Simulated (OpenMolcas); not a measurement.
## V2+: moving or changing the point charges

V2+ among 6 point charges of -2.2 e arranged as an octahedron (Oh), 1.72 Å from the ion. The active orbitals were held to one l.
```
   1.7200    0.0000    0.0000  -2.20
   0.0000    1.7200    0.0000  -2.20
  -1.7200    0.0000    0.0000  -2.20
   0.0000   -1.7200    0.0000  -2.20
   0.0000    0.0000    1.7200  -2.20
   0.0000    0.0000   -1.7200  -2.20
```

| Quantity | Value |
| --- | --- |
| Program | OpenMolcas |
| Method | CASSCF |
| Basis | ANO-RCC-VDZP [5s4p2d1f] |
| Scalar Hamiltonian | DKH2, point nucleus |
| Active space | 3 electrons in 5 orbitals (3d) |
| State averaging | 2S+1 = 4 even, 10 roots; 2S+1 = 2 even, 40 roots |
| Spin-orbit coupling | state interaction with AMFI integrals over the reference wave functions |

Runs around this geometry, states (labels of O, the rotations of Oh). Energies in cm-1 above the lowest state or level, χT in cm3 K/mol.

| R (Å) | q (e) | Ground state | First state of that spin | First gap with spin-orbit (degeneracies) | χT at 300 K | First state of another spin |
| --- | --- | --- | --- | --- | --- | --- |
| 1.72 | -1.43 | 4A2 | 4T2 11543 | 11486 (4, 2) | 1.859 | 2E 15088 |
| 1.72 | -2.2 | 4A2 | 4T2 14013 | 12524 (4, 4) | 1.869 | 2E 12545 |
| 1.8 | -2.2 | 4A2 | 4T2 13008 | 12959 (4, 2) | 1.864 | 2E 13900 |

Taking the first state of the same spin as R^-n, n = -ln(13008 / 14013) / ln(1.8 / 1.72) = 1.6 between the shortest and longest distance.

Scaling the charges by -1.43 / -2.2 = 0.65 scales the first state of the same spin by 11543 / 14013 = 0.82; with fixed orbitals a first-order splitting would follow the charge.

Without dynamic correlation the repulsion within the d shell is too large (B by tens of per cent), so at a given field states of lower spin stand too high. This is an electrostatic model: the charges have no orbitals. No measured value stands beside these numbers.
